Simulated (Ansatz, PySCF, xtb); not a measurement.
Energy difference R1 + 4 R2 + R3 → 2 P1 + P2 + 2 P3, each structure at its B3LYP-D3(BJ)/def2-TZVP stationary point, reached from a drawn start (curvature not checked).
R1: C4H4O (SMILES c1ccoc1), charge 0, multiplicity 1.
P1, C2H4 (SMILES C=C) (charge 0, multiplicity 1):
```xyz
6

C      0.0000     0.0000     0.6623
C      0.0000     0.0000    -0.6623
H      0.0000     0.9216     1.2318
H      0.0000    -0.9216     1.2318
H      0.0000     0.9216    -1.2318
H      0.0000    -0.9216    -1.2318
```
P2: C2H6 (SMILES CC), charge 0, multiplicity 1.
P3, CH4O (SMILES CO) (charge 0, multiplicity 1, Z-matrix in Å and degrees):
```
C
H 1 1.0891
H 1 1.0957 2 108.35
H 1 1.0957 2 108.35 3 -117.93
O 1 1.4207 2 106.79 3 121.03
H 5 0.9621 1 108.72 2 180.00
```
R2, CH4 (SMILES C) (charge 0, multiplicity 1):
```xyz
5

C      0.0000     0.0000     0.0000
H      0.6289     0.6289     0.6289
H     -0.6289    -0.6289     0.6289
H      0.6289    -0.6289    -0.6289
H     -0.6289     0.6289    -0.6289
```
R3, H2O (SMILES O) (charge 0, multiplicity 1):
```xyz
3

O      0.00000     0.00000     0.38961
H      0.00000     0.76499    -0.19486
H      0.00000    -0.76499    -0.19486
```

```csv
level,reaction energy (eV),minus CCSD(T)/cc-pVQZ
GFN1-xTB,2.066,0.268
SVWN5/def2-TZVPP,2.174,0.377
PBE/def2-TZVPP,2.005,0.207
BLYP/def2-TZVPP,1.847,0.050
BLYP-D4/def2-TZVPP,1.881,0.084
r2SCAN-D3(BJ)/def2-TZVPP,2.051,0.254
B97M-V/def2-TZVPP,2.022,0.225
B3LYP-D3(BJ)/def2-TZVPP,1.790,-0.007
B3LYP-D4/def2-TZVPP,1.825,0.027
PBE0/def2-TZVPP,1.925,0.128
PBE0-D4/def2-TZVPP,1.941,0.143
BHLYP/def2-TZVPP,1.657,-0.140
BHLYP-D4/def2-TZVPP,1.684,-0.113
CAM-B3LYP/def2-TZVPP,1.793,-0.004
wB97X-V/def2-TZVPP,1.808,0.010
B2PLYP/def2-TZVPP,1.875,0.078
MP2/cc-pVTZ,2.125,0.327
CCSD/cc-pVDZ,1.682,-0.115
CCSD/cc-pVQZ,1.681,-0.117
CCSD(T)/cc-pVQZ,1.797,0.000
```

 The comparison column counts from a level with limits of its own.

P less R. No zero-point or thermal terms.

Frozen-core correlation throughout.

The values were computed with Ansatz (a quantum-chemistry and plane-wave program) with Gaussian orbitals; PySCF for the D3/D4 terms; xtb for the GFN methods. No computed number here is a measurement.
